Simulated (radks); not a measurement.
Neutral silver inside a hard spherical wall (all orbitals vanish at R), configuration held at [Kr] 4d10 5s1 and not refilled when levels cross. Calculated with a radial shooting solver on a logarithmic mesh with Libxc functionals: scalar-relativistic Kohn-Sham, LDA (Slater exchange, VWN5 correlation), spin-unpolarised, spherical densities, finite nucleus; Fermi nuclear charge, rms radius 4.5454 fm. Eigenvalues in eV, with the zero of energy where the potential of the charges vanishes at infinity; a dash marks a level that is unbound or too diffuse for the functional's potential to be trusted. A positive occupied level is held by the wall or, in an anion where self-interaction has pushed it up, behind a barrier. The pressure on the wall is -dE/dV.

R (bohr),E (hartree),kinetic (hartree),e(4s),e(4p),e(4d),e(5s),"e(5p, empty)","e(6s, empty)",pressure (GPa)
free,-5311.04464,5515.826,-95.076,-58.672,-7.665,-4.712,-0.841,-,0
20,-5311.04464,5515.826,-95.076,-58.672,-7.665,-4.712,-0.840,0.174,< 0.0001
15,-5311.04464,5515.826,-95.076,-58.672,-7.665,-4.712,-0.831,0.467,< 0.0001
12,-5311.04462,5515.826,-95.074,-58.669,-7.663,-4.709,-0.787,1.035,0.000389
8,-5311.04260,5515.843,-94.955,-58.550,-7.547,-4.576,-0.260,4.424,0.0855
7,-5311.03820,5515.872,-94.783,-58.379,-7.383,-4.364,0.269,7.026,0.354
5,-5310.97346,5516.213,-93.329,-56.944,-6.038,-2.341,3.856,21.356,8.55
3.5,-5310.45523,5518.487,-87.275,-51.092,-0.435,7.556,17.644,65.227,178
2.5,-5307.58779,5529.822,-70.754,-35.152,16.655,43.949,62.124,179.73,2620
1.5,-5271.22295,5653.741,17.245,58.448,125.34,315.67,352.68,781.26,123000
